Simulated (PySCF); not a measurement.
Ligand exchange on a metal centre used in film growth or etching (Zn OH-H). Gas-phase values, no solvent. One relaxed conformer stands for each flexible species; it need not be the lowest.

The charge on the central atom (meta-Löwdin) from two functionals at the same geometries (PBE-D3(BJ)/def2-SVP), both in PySCF: PBE-D3(BJ)/def2-TZVP and B3LYP-D3(BJ)/def2-TZVP. B3LYP has the VWN-RPA correlation part, as in Gaussian. 

```csv
species,PBE-D3(BJ)/def2-TZVP (e)
0 of 2 OH replaced by H,1.23
1 of 2 OH replaced by H ([Zn(OH)(H)]),1.00
2 of 2 OH replaced by H,0.83
```

Problem. What does B3LYP-D3(BJ)/def2-TZVP give for each?

Solution. 
- 0 of 2 OH replaced by H: 1.28
- 1 of 2 OH replaced by H ([Zn(OH)(H)]): 1.05
- 2 of 2 OH replaced by H: 0.87
Over these rows, drawn at random from the members with no instability flagged (it was tested for open shells, ions and some series alone), PBE minus B3LYP-D3(BJ): mean -0.05 e, from -0.06 e to -0.04 e.
